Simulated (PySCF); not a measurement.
## Structure from NMR data

An unknown has the formula C6H14NP. Its calculated NMR data are:

1H NMR (600 MHz, computed): δ 2.79 (m, 2H), 2.47 (m, 3H), 2.34 (s, 6H), 2.33 (m, 3H).

13C{1H} NMR (computed): δ 212.2 (C), 66.3 (CH2), 48.4 (CH3, 2C), 34.5 (CH3), 27.6 (CH3).

PySCF 2.14 calculation with shielding tensors at PBE0/pcSseg-1 (GIAO) and geometry from GFN2-xTB; one conformer, non-relativistic Hamiltonian, no solvent, one averaged value for each set of equivalent atoms.

Chemical shifts δ = σref − σ; TMS for 1H (σ = 31.72 ppm), 13C (σ = 186.93 ppm), all at this level.

Question: Which of these isomers gave the spectra?
A. CC/C=P/CN(C)C
B. C=C[P@@](C)(=N)C(C)C
C. CC(C)=PCN(C)C
D. CP1(=N)CCCCC1
E. CN=[P@@]1(C)CC[C@@H]1C

Answer: C. 

5 carbon signals for 6 carbons: some carbons are equivalent by symmetry or fast rotation. Carbon types of the structure: 1 × C, 1 × CH2, 4 × CH3, which accounts for all hydrogens. δC 212.2: carbon double-bonded to a heavier main-group atom. δC 66.3: sp3 CH2 bonded to N and P; deshielded by the electronegative neighbour. δC 48.4: methyl carbon bonded to N; pulled downfield by the heteroatom. δC 34.5, 27.6: methyl carbon; aliphatic region, no heteroatom directly attached. δH 2.79: hydrogen on an sp3 CH2 bonded to N and P; its carbon carries N, an electronegative neighbour.

The others: C=C[P@@](C)(=N)C(C)C would give 6 carbon signals, not 5; CN=[P@@]1(C)CC[C@@H]1C would give 6 carbon signals, not 5; CP1(=N)CCCCC1 would give 4 carbon signals, not 5; CC/C=P/CN(C)C would give 5 signals for carbon-bound and other non-exchanging H, not 4.

Splittings by 31P in the carbon and heteronuclear signals aren't shown, as no couplings were computed. Shifts are as computed. Against solution values, carbons near 30 ppm lie about +3 ppm off and those near 130 ppm about +5 ppm. Of 1211 compounds with measured shifts, 218 miss one by over three times the rms of a fit or turn the order of signals round; such compounds aren't used in these exercises. Multiplicities follow the n + 1 count of equivalent neighbours, as no J values were calculated; m marks all less simple cases, F and P coupling included.
